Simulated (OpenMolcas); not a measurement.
**Mn2+ in LiF**

Mn2+ with its 6 nearest fluoride ions at 2.096 Å, on the Li site of LiF (a = 4.028 Å, distance in the model lattice 2.014 Å). The rest of the host is ab initio model potentials to 7.6 Å and point charges beyond; the distance is set by hand and nothing relaxes, and no local charge compensation is placed. Ligand basis ANO-RCC-VDZP.

```yaml
Program: OpenMolcas
Method: CASSCF
Basis: ANO-RCC-VTZP [6s5p3d2f1g]
Scalar_Hamiltonian: DKH2, point nucleus
Active_space: 5 electrons in 5 orbitals (3d)
State_averaging: 2S+1 = 6 even, 1 root; 2S+1 = 4 even, 24 roots; 2S+1 = 2 even, 75 roots
Spin-orbit_coupling: state interaction with AMFI integrals over the reference wave functions
```

The lowest spin-free states (labels of O, the rotations of Oh), above the lowest:

```tsv
State	Degeneracy	E (cm-1)	Free-ion L (%)
6A1	1	0.0	S (100)
4T1	3	24864	G (64)
4T2	3	29300	G (87)
4E	2	31317	G (100)
4A1	1	31411	G (100)
2T2	3	33448	I (42)
4T2	3	36476	D (83)
2A2	1	38720	I (66)
4E	2	39146	D (100)
2T1	3	39310	I (71)
2T2	3	40411	I (67)
4T1	3	41777	P (64)
2E	2	41984	I (71)
2A1	1	44471	I (100)
2T2	3	46912	I (54)
2E	2	47000	D (57)
2T1	3	48136	F (49)
2T2	3	51786	G (45)
4T1	3	52883	F (93)
4A2	1	53476	F (100)
```

The lowest levels with spin-orbit coupling:

```tsv
E (cm-1)	Degeneracy	Label	2S+1	g
0.0	6		6	
24809	2	Γ7	4	2.39 2.39 2.39
24825	4	Γ8	4	
24882	4	Γ8	4	
24923	2	Γ6	4	2.92 2.92 2.92
29188	2	Γ7	4	1.95 1.95 1.95
29249	4	Γ8	4	
29360	2	Γ6	4	3.51 3.51 3.51
29364	4	Γ8	4	
31311	2	Γ7	4	2.06 2.06 2.06
31315	4	Γ8	4	
31320	2	Γ6	4	1.87 1.87 1.87
31408	4	Γ8	4	
33136	2	Γ7	2	2.62 2.62 2.62
33629	4	Γ8	2	
36308	4	Γ8	4	
36324	2	Γ6	4	1.79 1.79 1.79
36575	4	Γ8	4	
36703	2	Γ7	4	3.70 3.70 3.70
38770	2	Γ7	2	2.35 2.35 2.35
```

Powder χT (cm3 K/mol): 4.39 at 2 K, 4.39 at 10 K, 4.39 at 50 K, 4.39 at 100 K, 4.39 at 200 K, 4.39 at 300 K. The effective moment at 300 K is 2.828 √(χT) = 5.92 μB.

The lowest level has 2S+1 = 6, for which the spin-only value is χT = S(S+1) / 2 = 4.375 cm3 K/mol (g = 2). The computed 4.386 at 300 K differs by +0.011, little more than the free-electron g of 2.0023 accounts for.

Metal share of the active 3d orbitals (Löwdin): 95, 95, 98, 98, 98 %; Mulliken charge of the metal 1.57.

A least-squares ligand-field fit to the states below 45000 cm-1, each weighted by its degeneracy and with a free common offset, gives 10Dq = 9129 cm-1, B = 1082 cm-1 and C = 4056 cm-1 (C/B = 3.75), with an rms deviation of 151 cm-1.

The same method and metal basis give the free ion B = 1117 cm-1 (fit to its terms below 60000 cm-1, rms deviation 53 cm-1), so the nephelauxetic ratio is β = 1082 / 1117 = 0.97; it hangs on how both fits weigh the states, and computed free-ion B values tend to be too large, so β mixes covalency with correlation.

Without dynamic correlation the repulsion within the d shell is too large (B by tens of per cent), so at a given field states of lower spin stand too high. Ligand-to-metal charge-transfer states are missing. With no ligand orbital active B as a rule stays too high, so bands that hang on it stand too high and its fall with covalency is understated. With metal d orbitals alone and no dynamic correlation 10Dq can be off by a tenth to a fifth, either way, in oxide and fluoride hosts. No measured value stands beside these numbers; the geometry was set by hand and not optimised.

The RASSCF and RASSI steps took 52 s on 1 thread of Arm Neoverse V1, with other jobs on the host; the integral step is not counted.
